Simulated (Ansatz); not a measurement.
Basis-set extrapolation for `B/C=C(/O)OC` (PBE0-D4/def2-TZVP geometry, frozen core, the Gaussian-basis code of Ansatz). Multiplicity 1, RHF reference.

|  | def2-TZVPP | def2-QZVPP |
| --- | --- | --- |
| HF | -292.165884 | -292.179330 |
| MP2 correlation | -1.064269 | -1.140283 |
| CCSD(T) correlation | -1.147807 | not run |

Energies in hartree. Use E(X) = E(∞) + A·exp(−7.88·√X) for Hartree–Fock and E(X) = E(∞) + B·X^(−2.97) for correlation, with X = 3 and 4, and add CCSD(T) minus MP2 of the smaller set to the MP2 limit.

Question: What is the CCSD(T) energy at the basis-set limit?

Answer: HF limit: -292.179330 + (-0.013446) × 0.13774 = -292.18118. MP2 limit: -1.140283 + (-0.076014) × 0.74074 = -1.19659. Higher-order term: -1.147807 − (-1.064269) = -0.08354. Total: -293.46131 hartree, 387.6 kJ/mol below CCSD(T)/def2-TZVPP.
